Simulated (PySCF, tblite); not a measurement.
Isomers of C5H10O3S, one GFN2-xTB conformer each. Single-point energies are computed at PBE0/pcSseg-1 (PySCF, gas phase, no added dispersion term), electronic only.

| SMILES | GFN2-xTB relative energy (kJ/mol) |
| --- | --- |
| C[C@@H]1C[C@@H](C)S(=O)(=O)O1 | 0.0 |
| CO[C@@H]1CCS(=O)(=O)C1 | 120.5 |

Conformers: `[CH3:1][C@@H:2]1[CH2:3][C@@H:4]([CH3:5])[S:6](=[O:7])(=[O:8])[O:9]1` with C1–C2–C3–C4 -78°, C2–C3–C4–C5 -144°, C3–C4–S6–O7 116°, C4–S6–O9–C2 24°; `[CH3:1][O:2][C@@H:3]1[CH2:4][CH2:5][S:6](=[O:7])(=[O:8])[CH2:9]1` with C1–O2–C3–C4 -163°, O2–C3–C4–C5 -68°, C3–C4–C5–S6 -45°, C4–C5–S6–O7 -89°, C5–S6–C9–C3 5°.

Problem. What does PBE0/pcSseg-1 give for the same structures?

Solution. 
| SMILES | PBE0/pcSseg-1 E (Eh) | PBE0/pcSseg-1 (kJ/mol) | GFN2-xTB (kJ/mol) | point group |
| --- | --- | --- | --- | --- |
| C[C@@H]1C[C@@H](C)S(=O)(=O)O1 | -819.68195 | 0.0 | 0.0 | C1 |
| CO[C@@H]1CCS(=O)(=O)C1 | -819.66448 | 45.9 | 120.5 | C1 |

Both levels put the same isomer lowest. 

Problem. Which frontier levels, dipoles and rotational constants go with these structures?

Solution. 
| SMILES | HOMO (eV, PBE0/pcSseg-1) | LUMO (eV) | dipole (D) | A, B, C (MHz) |
| --- | --- | --- | --- | --- |
| C[C@@H]1C[C@@H](C)S(=O)(=O)O1 | -8.36 | 0.88 | 5.74 | 2007, 1526, 1142 |
| CO[C@@H]1CCS(=O)(=O)C1 | -7.86 | 0.82 | 5.62 | 2635, 1051, 945.1 |

Problem. What happens when harmonic zero-point energies from GFN2-xTB frequencies are added?

Solution. 
```csv
SMILES,ZPE (kJ/mol),electronic (kJ/mol),with ZPE (kJ/mol)
C[C@@H]1C[C@@H](C)S(=O)(=O)O1,397.2,0.0,0.0
CO[C@@H]1CCS(=O)(=O)C1,393.9,45.9,42.6
```

The zero-point energies span 3.3 kJ/mol. The order is unchanged.
